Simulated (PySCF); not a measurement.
# Electric field gradients and quadrupole coupling constants

C₅H₇NO.
Numbering: `[CH2:1]=[C:2]([C:3]#[N:4])[CH2:5][O:6][CH3:7]` (hydrogens: H8, H9 on C1; H10, H11 on C5; H12, H13, H14 on C7)

Geometry (GFN2-xTB, Å), atoms numbered from 1 in this order:
```xyz
14
C5H7NO angstrom
C      0.9647    1.4825   -0.1247
C      1.0810    0.1571   -0.0963
C      2.1914   -0.4690    0.5166
N      3.0796   -0.9941    1.0161
C      0.0594   -0.7842   -0.7074
O     -1.2145   -0.2150   -0.8501
C     -1.9408   -0.1404    0.3536
H      1.7041    2.1287    0.3164
H      0.1137    1.9430   -0.5978
H      0.0111   -1.7088   -0.1111
H      0.3854   -1.0484   -1.7202
H     -2.8998    0.3094    0.1057
H     -1.4310    0.4781    1.1009
H     -2.1050   -1.1393    0.7762
```

Field gradients from the B3LYP/pcJ-1 density (PySCF, non-relativistic), principal values in atomic units, ordered |Vxx| ≤ |Vyy| ≤ |Vzz|:

| atom | Vxx | Vyy | Vzz |
| --- | --- | --- | --- |
| N4 | 0.4717 | 0.5096 | -0.9813 |
| O6 | -0.0515 | -1.9458 | 1.9972 |

**Question.** Find the asymmetry η = (Vxx − Vyy)/Vzz and the couplings χ = eQV/h (234.96 MHz × Q in barn × V in au), with Q(14N) = 0.02044 b, Q(17O) = −0.0256 b.

**Answer.** 
```tsv
atom	environment	nucleus	η	χzz (MHz)	χxx (MHz)	χyy (MHz)
N4	nitrile nitrogen	14N	0.04	-4.713	2.265	2.447
O6	ether oxygen	17O	0.95	-12.01	0.31	11.70
```

The gradient is axial or nearly so (η below 0.05) at N4. At O6 η is above 0.9: Vyy and Vzz are nearly equal in size and opposite in sign, so a small change could swap them and flip the sign of χzz. 

**Question.** What is Vzz at N4 in SI units (1 au = 9.71736 × 10²¹ V/m²)?

**Answer.** -0.9813 au = -9.535 × 10²¹ V/m².

**Question.** And the gradient at the other heavy atoms, for which no coupling is worked out here?

**Answer.** 
| atom | environment | Vzz (au) | η |
| --- | --- | --- | --- |
| C1 | terminal =CH2 carbon | 0.363 | 0.13 |
| C2 | fully substituted alkene carbon | -0.243 | 0.51 |
| C3 | nitrile carbon | -0.369 | 0.03 |
| C5 | sp3 carbon bound to oxygen | 0.330 | 0.49 |
| C7 | methoxy carbon | 0.397 | 0.08 |

Were the hydrogens deuterons (Q(2H) = 0.00286 b), χzz would run from 179 kHz (H10) to 216 kHz (H8).

One conformer (not necessarily the lowest) at the GFN2-xTB geometry, without solvent, vibrations or thermal averaging. GFN2-xTB bond lengths can be off by several hundredths of an ångström, more for odd bonds, and the gradients follow them. These gradients aren't converged with respect to the basis.

The run behind these numbers computed spin–spin couplings as well. Hardware: AMD EPYC, one thread (shared host). Cost: 85 s of wall time, 0.98 GiB resident at most.
